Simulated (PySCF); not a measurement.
Shapes and spin states of WOF2

Level of theory: PBE0 in PySCF with W def2-TZVP with ECP60, O def2-TZVP, F def2-TZVP; scalar-relativistic core potentials, no spin–orbit coupling; density-fitted integrals.

Relaxations began from a few typed shapes and spin states; open shells are unrestricted. The search is not exhaustive: other isomers or separated fragments can lie lower, and high-lying points may rest on an excited occupation.

```tsv
spin	group	bonds	angles	imaginary modes (cm⁻¹)	ΔE (kJ/mol)	ΔE with ZPE (kJ/mol)
broken-symmetry Ms = 0 (⟨S²⟩ 0.39)	C2v	W–F 1.843 Å (×2), W–O 1.672 Å	F–W–F 130.1°, F–W–O 115.0° (×2)	none	0.0	0.0
singlet (closed shell, unstable to spin polarisation)	C2v	W–F 1.831 Å (×2), W–O 1.670 Å	F–W–F 133.6°, F–W–O 113.2° (×2)	none	3.4	4.1
triplet	C2v	W–F 1.881 Å (×2), W–O 1.682 Å	F–W–F 117.3°, F–W–O 121.3° (×2)	none	4.9	4.2
```

The lowest minimum found is the broken-symmetry Ms = 0 (⟨S²⟩ 0.39) C2v: W–F 1.843 Å (×2), W–O 1.672 Å; F–W–F 130.1°, F–W–O 115.0° (×2).

For the lowest minimum: the determinant is spin-contaminated (⟨S²⟩ = 0.39, pure value 0.00). The spin densities have lower symmetry than the nuclear frame. No spin–orbit coupling is included, which matters more the heavier the element.
